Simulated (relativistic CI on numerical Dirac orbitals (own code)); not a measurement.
Electric-dipole lines of Ru XXVI

Method of calculation: Dirac-Coulomb-Breit CI, KLI orbitals optimised for each configuration, model QED, unscaled Slater integrals (own radial code, finite nucleus).

CI space (outside the closed core [Ne]): 3s2.3p6.3d, 3s2.3p5.3d2, 3s.3p6.3d2, 3s2.3p6.4s, 3s2.3p6.4p, 3s2.3p6.4d, 3s2.3p6.4f, 3s2.3p5.3d.4s, 3s2.3p5.3d.4p, 3s2.3p5.3d.4d, 3s.3p6.3d.4s, 3p6.3d2.4p, 3s2.3p5.3d.4f, 3s.3p6.3d.4p, 3s2.3p6.5s, 3s2.3p6.5p, 3s2.3p6.5d, 3s.3p6.3d.4d, 3s2.3p6.5f, 3s2.3p6.5g, 3s.3p6.3d.4f, 3p6.3d3, 3p5.3d4, 3p6.3d2.4s, 3p5.3d3.4s, 3p6.3d2.4d, 3p5.3d3.4d. Double excitations out of closed p, d and f shells are left out; levels of such configurations are missing from the list, as are those of other unlisted configurations, and high levels can miss mixing partners. These lack a partner that the ground configuration has and come out too high: 3s2.3p5.3d.4p, 3s2.3p5.3d.4f.

| λ vac (Å) | Lower | Upper | A (s⁻¹) | gf | Branching (%) |
| --- | --- | --- | --- | --- | --- |
| 16.764 | 3s2.3p6.3d 2D_5/2 [2] | 3s2.3p5.3d.4d 2D°_5/2 [400] | 3.31e+12 | 8.36e-01 | 98.7 |
| 16.794 | 3s2.3p6.3d 2D_5/2 [2] | 3s2.3p5.3d.4d 2P°_3/2 [399] | 5.09e+12 | 8.61e-01 | 73.5 |
| 16.801 | 3s2.3p6.3d 2D_3/2 [1] | 3s2.3p5.3d.4d 2P°_1/2 [375] | 8.22e+12 | 6.96e-01 | 99.5 |
| 16.818 | 3s2.3p6.3d 2D_3/2 [1] | 3s2.3p5.3d.4d 4P°_5/2 [373] | 2.36e+12 | 6.00e-01 | 46.7 |
| 16.829 | 3s2.3p6.3d 2D_5/2 [2] | 3s2.3p5.3d.4d 2F°_7/2 [396] | 3.64e+12 | 1.24e+00 | 98.6 |
| 16.856 | 3s2.3p6.3d 2D_5/2 [2] | 3s2.3p5.3d.4d 2F°_7/2 [393] | 3.12e+12 | 1.06e+00 | 98.1 |
| 16.864 | 3s2.3p6.3d 2D_3/2 [1] | 3s2.3p5.3d.4d 2D°_3/2 [367] | 5.30e+12 | 9.04e-01 | 91.5 |
| 16.868 | 3s2.3p6.3d 2D_3/2 [1] | 3s2.3p5.3d.4d 2F°_5/2 [366] | 3.69e+12 | 9.44e-01 | 98.4 |
| 16.952 | 3s2.3p6.3d 2D_5/2 [2] | 3s2.3p5.3d.4d 4P°_5/2 [373] | 2.64e+12 | 6.83e-01 | 52.3 |
| 18.872 | 3s2.3p6.3d 2D_3/2 [1] | 3s2.3p6.4f 2F°_5/2 [109] | 1.05e+13 | 3.35e+00 | 94.5 |
| 19.025 | 3s2.3p6.3d 2D_5/2 [2] | 3s2.3p6.4f 2F°_7/2 [111] | 1.11e+13 | 4.80e+00 | 99.8 |
| 19.595 | 3s2.3p6.3d 2D_5/2 [2] | 3s2.3p5.3d.4s 2F°_7/2 [96] | 1.52e+12 | 7.02e-01 | 99.9 |
| 63.392 | 3s2.3p6.3d 2D_3/2 [1] | 3s2.3p5.3d2 2D°_3/2 [45] | 1.11e+12 | 2.69e+00 | 99.0 |
| 64.504 | 3s2.3p6.3d 2D_5/2 [2] | 3s2.3p5.3d2 2P°_3/2 [47] | 8.70e+11 | 2.17e+00 | 99.6 |
| 64.706 | 3s2.3p6.3d 2D_5/2 [2] | 3s2.3p5.3d2 2D°_5/2 [46] | 1.03e+12 | 3.87e+00 | 98.3 |
| 67.813 | 3s2.3p6.3d 2D_5/2 [2] | 3s2.3p5.3d2 2F°_7/2 [43] | 4.71e+11 | 2.60e+00 | 100.0 |
| 67.928 | 3p6.3d3 2H_11/2 [77] | 3p5.3d4 2H°_11/2 [340] | 7.41e+11 | 6.15e+00 | n/a |
| 72.290 | 3s2.3p6.3d 2D_3/2 [1] | 3s2.3p5.3d2 2F°_5/2 [38] | 3.62e+11 | 1.70e+00 | 99.5 |
| 94.390 | 3s2.3p5.3d2 4G°_11/2 [10] | 3s.3p6.3d2 4F_9/2 [51] | 1.21e+11 | 1.61e+00 | 49.7 |
| 95.361 | 3s2.3p5.3d2 4G°_9/2 [9] | 3s.3p6.3d2 4F_7/2 [50] | 1.16e+11 | 1.26e+00 | 47.7 |

Terms are leading LS components. Brackets give the number of a level in order of energy, since labels repeat. The list gives strong lines, with weight on those to low levels, without lines whose two gauges differ by over a factor of 2.5, among the lowest 400 of 1963 levels, so that lines to higher ones, which can be the strongest, are missing. Levels whose partners in the same complex of configurations lie outside the list can be far off, and so can their lines. Rates are taken at the computed energies, electric ones in the length gauge.

At this charge energies of transitions that change n are usually good to better than 1 %, and those within a shell (Δn = 0) to a few per cent.

LS names give the leading component of a level, which can be under half, so a name can repeat, a term be missing and a line seem to break the LS rules.
